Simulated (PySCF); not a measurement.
Predicted microwave data (PBE0-D3(BJ)/def2-SVP geometry optimisation, gas phase (PySCF)) for one isomer of C3H5ClN2Si:

* Rotational constants: A = 5601, B = 908.3, C = 788.8 MHz
* Dipole components: |μa| = 1.02 D, |μb| = 3.91 D, |μc| = 0.00 D
* Inertial defect: -5.93 u·Å²
* κ: -0.95

Problem. Which candidate fits, each taken in the one conformer that was computed?
A. `c1[nH]c(Cl)nc1[SiH3]`
B. `[SiH3]n1cncc1Cl`

Solution. A. It is [SiH3]c1c[nH]c(Cl)n1, a near-prolate asymmetric top. The candidates at the same level (rigid rotor, commonest isotopes):

| SMILES | A (MHz) | B (MHz) | C (MHz) | μa (D) | μb (D) | μc (D) | Δ (u·Å²) | point group | rotor |
| --- | --- | --- | --- | --- | --- | --- | --- | --- | --- |
| [SiH3]c1c[nH]c(Cl)n1 | 5601 | 908.3 | 788.8 | 1.02 | 3.91 | 0.00 | -5.93 | near Cs | near-prolate asymmetric top |
| [SiH3]n1cncc1Cl | 2109 | 2032 | 1048 | 2.46 | 1.66 | 0.00 | -6.04 | Cs | asymmetric top |

`[SiH3]n1cncc1Cl` has B 124 % too high. No structure here is proved a minimum.
